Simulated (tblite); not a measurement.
Question: Write a Z-matrix for `O[CH]CCC(F)=C=S` [radical] as optimised with GFN2-xTB. (Doublet state.)

Answer: 
Z-matrix in Å and degrees, rows numbered from 1:
```
O 
C   1  1.3471
C   2  1.4656  1  122.26
C   3  1.5620  2  109.98  1   -85.43
C   4  1.5000  3  110.61  2   170.57
F   5  1.3723  4  112.85  3   -65.55
C   5  1.3030  4  125.20  3   113.00
S   7  1.5668  5  171.83  4     4.33
H   1  0.9676  2  110.37  3   -13.24
H   2  1.0751  1  113.18  3  -164.08
H   3  1.0940  2  110.70  1    33.78
H   3  1.0902  2  110.94  1   154.96
H   4  1.0939  3  109.15  2    51.13
H   4  1.0883  3  109.85  2   -68.32
```

C2 (carbon bonded to C, O and H) is almost planar (angles 122.5°, 122.3° and 113.2°, sum 358.0°, 0.11 Å off the plane of its three neighbours). C5 (carbon bonded to 2 C and F) is planar (angles 125.2°, 121.9° and 112.8°, sum 360.0°, 0.01 Å off the plane of its three neighbours). The 4 C–C bonds span 1.303 Å (C5=C7, drawn double) to 1.562 Å (C3–C4, drawn single), a spread of 0.259 Å. Of the pairs four or more bonds apart, H9···H11 is among the closest relative to their van der Waals radii: 2.29 Å, 95 % of the sum of Bondi's values.

The geometry is computed with GFN2-xTB (gas phase). This method treats the open shell by occupation alone, without spin polarisation.

Point group: C1 (no symmetry element, even within 0.4 Å). Its GFN2-xTB frequencies are all real (lowest 40 cm⁻¹). Torsions: H–O1–C2–C3 -13°, O1–C2–C3–C4 -85°, C2–C3–C4–C5 171°, C3–C4–C5–F6 -66°. 3 starts were optimised and ended at 0.00, 2.03 and -54.51 kcal/mol (GFN2-xTB); the lowest of these is shown.

One conformer stands for the species.
